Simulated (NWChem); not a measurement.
Molecule: GeH$_{3}$OF; SMILES [OH][GeH2][F]

```xyz
6

Ge    -0.3395    -0.0004    -0.0023
O      0.7245    -1.4309    -0.0646
F      0.6776     1.4371    -0.0189
H     -1.1463    -0.0380    -1.3147
H     -1.1384     0.0827     1.3247
H      1.2547    -1.5177     0.7495
```
Atoms are numbered in this order, from 1.

Program: NWChem. Pople sets run with spherical d functions. Geometry: optimised at PBE-D3(BJ)/def2-SVP. Ions are spin-unrestricted doublets at the neutral geometry; other ion states weren't tried. Functional: LC-ωPBE (HJS hole) with 6-31G*; rows give the range parameter ω in 1/bohr.

```
range parameter (1/bohr)  vertical ionisation energy, ΔSCF (eV)  −ε(HOMO) (eV)  ΔSCF minus −ε(HOMO) (eV)
------------------------  -------------------------------------  -------------  ------------------------
0.05                                                      11.02           7.96                      3.06
0.15                                                      11.17           9.37                      1.80
0.35                                                          ?              ?                         ?
0.50                                                      12.09          12.42                     -0.33
```

Q: Fill in the missing entries.

A: 
- 0.35, vertical ionisation energy, ΔSCF (eV): 11.86
- 0.35, −ε(HOMO) (eV): 11.44
- 0.35, ΔSCF minus −ε(HOMO) (eV): 0.42
